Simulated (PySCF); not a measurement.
**Excitation energy of Ru by level of theory**

Ru [Kr] 4d7 5s1 (5F) → Ru [Kr] 4d6 5s2 (5D), as a difference of total energies. All numbers are calculated (PySCF 2.14, scalar relativity through the core potential, in def2-TZVPPD with the def2 core potential (28 electrons) (6s4p3d2f1g, 56 functions)). Correlated levels: valence: 4s2 4p6 frozen. The calculations carry no spin-orbit coupling.

```tsv
method	excitation energy (eV)	error (eV)
UHF	0.682	-0.185
MP2 (valence)	0.911	+0.044
SCS-MP2 (valence)	0.947	+0.080
CCSD (valence)	0.756	-0.111
CCSD(T) (valence)	0.744	-0.123
```

Reference: 0.867 eV (measured; NIST levels, between the centres of gravity of the two terms).

Errors of the correlated levels include the incompleteness of this basis and the frozen core.

The coupled-cluster amplitudes are large for the upper state (T1 above 0.03 or a double amplitude above 0.15), so a single reference is strained.
